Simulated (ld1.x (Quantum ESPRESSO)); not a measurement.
Results of a calculation; reference values are marked as such.
## Pseudopotentials across the periodic table

Generated with ld1.x 7.5 (TM, RRKJ, ultrasoft, PAW), atompaw 4.2 or ONCVPSP 4.0.1. The cutoff is in Ry: for ld1.x and atompaw files where the sum of valence levels is converged to 10 mRy in a Bessel basis, for ONCV files where the hardest occupied wave has 1 mHa per electron of residual kinetic energy. The error is the largest all-electron minus pseudo excitation energy over each file’s own four to seven test configurations (ionisations up to +4, promotions, holes and added fractions of an electron), all of which were solved. The labels leave out finer settings (local radius, basis sizes, second energies), which also bear on the numbers. Spin-polarised tests are not counted. The rows are a selection from randomly drawn settings: files with unsolved tests, undetermined cutoffs or missed reference levels are left out.

```tsv
element	potential	cutoff (Ry)	largest error (meV)	bound ghosts
Ag	TM semilocal, LDA (PZ), scalar-relativistic, rc 2.70/2.50/1.85 (spd), local d, core correction no, reference 4d10 5s1 5p0	60	-448	none
Sn	TM, PBE, scalar-relativistic, rc 2.20/2.20/1.75/1.80 (spdf), local s, core correction no, reference 4d10 5s1.5 5p2.5	80	-227	none
```

Task: Fill in the row for Cl: PAW, PBE, non-relativistic, rc 1.20/1.30/1.30 (spd), local smoothed, core correction yes, reference 3s2 3p3.

Result: cutoff 30 Ry, largest error -8.5 meV, bound ghosts: none.

Task: Fill in the row for Li: TM, PW91, scalar-relativistic, rc 0.45/4.20/3.40 (spd), local p, core correction no, reference 1s2 2s0 2p0.

Result: cutoff 300 Ry, largest error +395 meV, bound ghosts: none.

Task: Fill in the row for V: TM, revPBE, scalar-relativistic, rc 2.10/1.00/1.80 (spd), local s, core correction yes, reference 3p6 3d2 4s0 4p0.

Result: cutoff 100 Ry, largest error -731 meV, bound ghosts: none.
